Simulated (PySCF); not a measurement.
Species: C₅H₅F₂NO₂.
SMILES with atom numbers: `[CH3:1][O:2]/[CH:3]=[C:4](\[C:5]#[N:6])[O:7][CH:8]([F:9])[F:10]` (hydrogens: H11, H12, H13 on C1; H14 on C3; H15 on C8)

Geometry (PBE0-D3(BJ)/def2-SVP, Å), atoms numbered from 1 in this order:
```
atom  x, y, z in Å
C1     2.8353   -0.5556   -0.3047
O2     1.7442    0.3251   -0.1436
C3     0.5690   -0.0843   -0.5902
C4    -0.5576    0.6438   -0.4430
C5    -0.6052    1.8933    0.2431
N6    -0.6875    2.9020    0.8114
O7    -1.7238    0.1919   -1.0172
C8    -2.6495   -0.3126   -0.1413
F9    -3.7713   -0.4838   -0.8269
F10   -2.2441   -1.5122    0.3126
H11    3.7163   -0.0439    0.0997
H12    2.6752   -1.4931    0.2525
H13    3.0083   -0.7840   -1.3694
H14    0.5065   -1.0434   -1.1188
H15   -2.8239    0.3507    0.7257
```

Jobs on this species (15 atoms, 76 electrons) with PySCF (density fitting). Hardware of each: INTEL XEON PLATINUM 8581C at 2.10 GHz, one thread (shared host). The host was shared with other jobs, so the times are rough. Peak memory is the resident size of the whole Python process, interpreter and libraries included.

Task: Rank these jobs by wall time, shortest first.
A. B3LYP/def2-SVPD, IEF-PCM chloroform; 6 singlets by full TDDFT, polarisability; 252 basis functions
B. PBE0/pcSseg-1, IEF-PCM chloroform; shieldings, charges and field gradients; 195 basis functions
C. PBE0-D3(BJ)/def2-SVP, grid level 1; geometry optimisation from a GFN2-xTB start shaken at random; 165 basis functions

Result: B (29 s), A (51 s), C (2.5 min).

All jobs:

| level and settings | work | basis functions | SCF cycles | wall time | peak memory |
| --- | --- | --- | --- | --- | --- |
| PBE0/pcSseg-1, IEF-PCM chloroform | shieldings, charges and field gradients | 195 | 15 | 29 s | 1.0 GiB |
| B3LYP/def2-SVPD, IEF-PCM chloroform | 6 singlets by full TDDFT, polarisability | 252 | 15 | 51 s | 1.2 GiB |
| B3LYP/def2-SVPD | 6 singlets by full TDDFT, polarisability, dynamic polarisability, density and orbital grids written | 252 | 15 | 61 s | 1.0 GiB |
| PBE0-D3(BJ)/def2-SVP, grid level 1 | geometry optimisation from a GFN2-xTB start shaken at random | 165 | 96 | 2.5 min | 0.66 GiB |

Task: What do all jobs in the table cost together?

Result: About 4.8 min; the longest takes about 52 % of that, and about 5.2 times as long as the shortest.
